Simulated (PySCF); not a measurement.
# Ir⁺: ionisation energy

Ir⁺ [Xe] 4f14 5d7 6s1 (5F) → Ir²⁺ [Xe] 4f14 5d7 (4F), as a difference of total energies. Calculation: PySCF 2.14, in x2c-TZVPPall (11s7p7d3f1g, 97 functions); the spin-free X2C one-electron Hamiltonian (Gaussian nucleus). Correlated levels: valence: [Xe] 4f14 frozen; valence and next inner shell: [Kr] 4d10 4f14 frozen. The calculations carry no spin-orbit coupling.

| method | ionisation energy (eV) |
| --- | --- |
| UHF | 16.375 |
| LDA | 18.397 |
| PBE | 18.067 |
| PBE0 | 17.770 |
| CAM-B3LYP | 17.740 |
| M06-L | 17.531 |
| MP2 (valence) | 17.340 |
| SCS-MP2 (valence) | 17.037 |
| MP2 (valence and next inner shell) | 17.652 |
| SCS-MP2 (valence and next inner shell) | 17.316 |

Estimate what M06 gives.

17.279 eV, closest to SCS-MP2 (valence and next inner shell) among the rows shown.

Estimate what r2SCAN gives.

18.088 eV, closest to PBE among the rows shown.

A first-order spin-orbit estimate (lowest level to lowest level, LS coupling) adds -0.036 eV.

Errors of the correlated levels include the incompleteness of this basis and the frozen core.

For comparison: 17 ± 0.3 eV (semi-empirical (NIST evaluation); NIST Atomic Spectra Database, ionization energies).
